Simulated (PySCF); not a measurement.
# C₆ coefficients of unlike pairs at r2SCAN0

Calculated with PySCF 2.14 from the dipole response of each species, C₆(A,B) = (3/π) ∫ α_A(iu) α_B(iu) du, in atomic units, from isotropic polarisabilities. For ions this is the dispersion term alone; charge-induced terms of lower order in 1/R come first.

```json
{"species": "Ge³⁺", "configuration": "[Ar] 3d10 4s1 (2S)", "basis": "aug-cc-pwCVDZ-PP with ECP10MDF (6s5p4d1f)", "relativity": "core potential", "α (bohr³)": "6.298", "C₆ (like pair)": "14.65"}
{"species": "Se²⁺", "configuration": "[Ar] 3d10 4s2 4p2 (3P)", "basis": "aug-cc-pwCVTZ-PP with ECP10MDF (8s7p6d4f1g)", "relativity": "core potential", "α (bohr³)": "9.317", "C₆ (like pair)": "44.70"}
{"species": "Co⁺", "configuration": "[Ar] 3d8 (3F)", "basis": "dyall-av2z (16s12p7d2f)", "relativity": "none", "α (bohr³)": "7.820", "C₆ (like pair)": "25.98"}
{"species": "Ga²⁺", "configuration": "[Ar] 3d10 4s1 (2S)", "basis": "aug-cc-pwCVDZ-PP with ECP10MDF (6s5p4d1f)", "relativity": "core potential", "α (bohr³)": "10.03", "C₆ (like pair)": "29.72"}
```

Task: Estimate C₆ for Co⁺ with Ge³⁺.

Result: The integral gives 19.28. The combination rule 2 C_A C_B / (C_A α_B/α_A + C_B α_A/α_B) gives 19.46 and the geometric mean 19.51.

No spin-orbit coupling is included.

The other pairs:

```tsv
pair	C₆
Co⁺, Se²⁺	33.74
Se²⁺, Ge³⁺	25.31
Ga²⁺, Se²⁺	35.53
Ga²⁺, Ge³⁺	20.77
Ga²⁺, Co⁺	27.08
```
